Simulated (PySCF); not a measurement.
Species: C3H11NSi.
Bonds: C1–Si2, Si2–N3, N3–C4, N3–C5. Hydrogens: H6, H7, H8 on C1; H9, H10 on Si2; H11, H12, H13 on C4; H14, H15, H16 on C5.

The same species was optimised twice, with GFN2-xTB and with PBE0-D3(BJ)/def2-SVP (PySCF), and the same property calculations (PySCF, gas phase) were run on both structures.

```csv
coordinate,GFN2-xTB,PBE0-D3(BJ)/def2-SVP,change
Si2–H9 (Å),1.467,1.496,+0.029
Si2–H10 (Å),1.478,1.507,+0.029
Si2–N3 (Å),1.722,1.741,+0.019
C1–Si2 (Å),1.894,1.875,-0.019
C1–H6 (Å),1.085,1.102,+0.017
C1–H7 (Å),1.086,1.101,+0.015
C1–H8 (Å),1.086,1.101,+0.015
C5–H16 (Å),1.086,1.101,+0.015
C4–H12 (Å),1.086,1.100,+0.014
C5–H14 (Å),1.097,1.110,+0.013
C4–H13 (Å),1.098,1.110,+0.012
C5–H15 (Å),1.094,1.106,+0.012
C4–H11 (Å),1.095,1.106,+0.011
N3–C4 (Å),1.442,1.440,-0.002
N3–C5 (Å),1.440,1.440,0.000
C1–Si2–N3 (°),108.4,110.8,+2.4
C4–N3–C5 (°),111.9,113.8,+1.9
H9–Si2–H10 (°),108.7,106.9,-1.8
H11–C4–H12 (°),108.7,107.1,-1.6
H15–C5–H16 (°),108.8,107.4,-1.4
N3–C4–H13 (°),111.8,113.2,+1.4
N3–C5–H14 (°),111.9,113.2,+1.3
N3–Si2–H9 (°),104.7,106.1,+1.4
C1–Si2–N3–C4 (°),-41,-46,-5
```

Rotational constants: A = 6290, B = 2657, C = 2033 MHz (GFN2-xTB) against A = 6241, B = 2576, C = 2013 MHz (PBE0-D3(BJ)/def2-SVP). Point groups within 0.08 Å: C1 and C1. Atoms that the bonding makes alike are paired by their places after alignment.

On the GFN2-xTB structure: lowest singlet, TDDFT (eV) 5.85 [CAM-B3LYP/def2-SVPD]; isotropic polarisability (au) 72.7 [CAM-B3LYP/def2-SVPD]; HOMO (eV) -7.60 [CAM-B3LYP/def2-SVPD]; LUMO (eV) 1.28 [CAM-B3LYP/def2-SVPD]; dipole (D) 0.70 [CAM-B3LYP/def2-SVPD]; HOMO (eV) -6.19 [PBE0/pcSseg-1]; LUMO (eV) 1.24 [PBE0/pcSseg-1]; dipole (D) 0.77 [PBE0/pcSseg-1]; GIAO shielding of C1 (ppm) 191.6 [PBE0/pcSseg-1]; GIAO shielding of Si2 (ppm) 377.6 [PBE0/pcSseg-1]; GIAO shielding of N3 (ppm) 251.8 [PBE0/pcSseg-1]; GIAO shielding of C4/C5 (mean) (ppm) 145.8 [PBE0/pcSseg-1].

What do these properties become on the PBE0-D3(BJ)/def2-SVP structure?

```tsv
property	level	on GFN2-xTB	on PBE0-D3(BJ)/def2-SVP	change
lowest singlet, TDDFT (eV)	CAM-B3LYP/def2-SVPD	5.85	5.84	-0.01
isotropic polarisability (au)	CAM-B3LYP/def2-SVPD	72.7	74.4	+1.7
HOMO (eV)	CAM-B3LYP/def2-SVPD	-7.60	-7.58	+0.02
LUMO (eV)	CAM-B3LYP/def2-SVPD	1.28	1.26	-0.02
dipole (D)	CAM-B3LYP/def2-SVPD	0.70	0.75	+0.05
energy, GFN2-xTB geometry as zero (kcal/mol)	CAM-B3LYP/def2-SVPD	0.0	-1.4	-1.4
HOMO (eV)	PBE0/pcSseg-1	-6.19	-6.18	+0.01
LUMO (eV)	PBE0/pcSseg-1	1.24	1.27	+0.03
dipole (D)	PBE0/pcSseg-1	0.77	0.81	+0.04
energy, GFN2-xTB geometry as zero (kcal/mol)	PBE0/pcSseg-1	0.0	-1.1	-1.1
GIAO shielding of C1 (ppm)	PBE0/pcSseg-1	191.6	188.6	-3.0
GIAO shielding of Si2 (ppm)	PBE0/pcSseg-1	377.6	373.8	-3.8
GIAO shielding of N3 (ppm)	PBE0/pcSseg-1	251.8	250.7	-1.1
GIAO shielding of C4/C5 (mean) (ppm)	PBE0/pcSseg-1	145.8	144.7	-1.1
```

The heavy atoms differ by 0.067 Å rms after alignment. Among all bonds Si2–H9 and Si2–H10 change most and about equally (+0.029 Å). Changes are differences of the printed values. Neither structure is proved a minimum here.

Conformer computed: `[CH3:1][SiH2:2][N:3]([CH3:4])[CH3:5]`: C1–Si2–N3–C4 -46°.
